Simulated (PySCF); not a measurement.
Caution: the highest occupied level lies above zero, a sign of self-interaction error and of too few diffuse functions. This triplet is an excited state, 0.89 eV above the relaxed singlet at the level PBE-D3(BJ)/def2-TZVPD // PBE-D3(BJ)/def2-SVPD (PySCF).

Z-matrix (Å, degrees):
```
B
O 1 1.4542
H 2 0.9684 1 107.88
H 1 1.2355 2 124.47 3 -90.75
```
Charge -1, spin multiplicity 3.

### Question
Estimate the total energy and highest occupied spin orbital that PBE-D3(BJ)/def2-TZVPD // PBE-D3(BJ)/def2-SVPD in PySCF returns for this input.

### Answer

```yaml
total_energy: -101.1202 Ha
highest_occupied_spin_orbital: 2.96 eV
```
